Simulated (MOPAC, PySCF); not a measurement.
AlBr$_{3}$, SMILES `[Br][Al]([Br])[Br]`, neutral singlet in the gas phase. 

Cartesian coordinates (Å):
```xyz
4

Br     2.2292    -0.1038     0.0206
Al     0.0000     0.0000     0.0000
Br    -1.2046    -1.8787    -0.0107
Br    -1.0247     1.9825    -0.0100
```
Charge 0, spin multiplicity 1.

All levels are single points at this geometry (r2SCAN-D4/def2-TZVP); Pople sets use spherical d functions. Orbital energies aren't observables, and empty levels follow the basis.

```csv
level,HOMO (eV),LUMO (eV),gap (eV),dipole (D),"vertical IE, Delta-SCF (eV)"
PBE-D3(BJ)/def2-TZVP in PySCF,-7.36,-2.39,4.97,0.00,–
r2SCAN-D4/def2-TZVP in PySCF,-7.71,-2.01,5.70,0.00,–
B3LYP/3-21G in PySCF,-8.15,-1.78,6.36,0.00,–
B3LYP/6-31G* in PySCF,-8.32,-1.88,6.44,0.00,10.41
B3LYP/LANL2DZ in PySCF,-8.57,-2.25,6.32,0.00,–
BP86/6-31G* in PySCF,-7.44,-2.55,4.89,0.00,–
M06-2X/6-31G* in PySCF,-9.88,-1.04,8.84,0.00,–
PBE/6-31G* in PySCF,-7.34,-2.46,4.87,0.00,10.01
SVWN5/6-31G* in PySCF,-7.48,-2.73,4.75,0.00,10.20
HF/3-21G in PySCF,-11.49,1.04,12.53,0.00,–
HF/STO-3G in PySCF,-8.79,6.24,15.03,0.00,–
PM3 in MOPAC,-13.00,-4.45,8.55,0.00,–
PM7 in MOPAC,-9.86,-1.50,8.36,0.00,–
```
